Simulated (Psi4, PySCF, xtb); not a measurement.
Relaxed torsion scan: SMILES s1cccc1[SiH2]COC (C₆H₁₀OSSi). Scanned: dihedral O2–C3–Si4–C5; all other coordinates were relaxed at GFN2-xTB. Points at φ and −φ are mirror images. Heavy atoms are numbered in the order of the SMILES COC[SiH2]c1cccs1, hydrogens after them in the order of the atoms that carry them; the mirror image has the same energies with the sign of each dihedral reversed.

Levels: GFN1-xTB // GFN2-xTB (xtb); RKS-B3LYP/LANL2DZ = PySCF with restricted B3LYP/LANL2DZ, with its core potentials past Ne // GFN2-xTB; RHF/3-21G = restricted Hartree-Fock/3-21G, density fitting // GFN2-xTB (PySCF); PBE-D3(BJ)/def2-SVP // GFN2-xTB (Psi4).

Energies relative to the lowest point of each profile, in kcal/mol:

| φ / ° | GFN1-xTB | RKS-B3LYP/LANL2DZ | RHF/3-21G |
|---|---|---|---|
| -160 | 0.9 | 1.3 | 2.6 |
| -140 | 1.7 | 2.2 | 3.9 |
| -120 | 2.1 | 2.5 | 4.1 |
| -100 | 1.6 | 2.0 | 3.2 |
| -80 | 0.6 | 0.9 | 1.5 |
| -60 | 0.0 | 0.0 | 0.0 |
| 0 | 2.3 | 2.2 | 2.7 |
| 60 | 0.0 | 0.0 | 0.0 |
| 80 | 0.6 | 0.9 | 1.5 |
| 120 | 2.1 | 2.5 | 4.1 |
| 140 | 1.7 | 2.2 | 3.9 |
| 180 | 0.6 | 0.8 | 1.9 |

### Question
Estimate the PBE-D3(BJ)/def2-SVP values at these points.

### Answer
-160: 2.6; -140: 3.6; -120: 3.8; -100: 3.0; -80: 1.2; -60: 0.0; 0: 3.0; 60: 0.0; 80: 1.2; 120: 3.8; 140: 3.6; 180: 2.1 (kcal/mol).
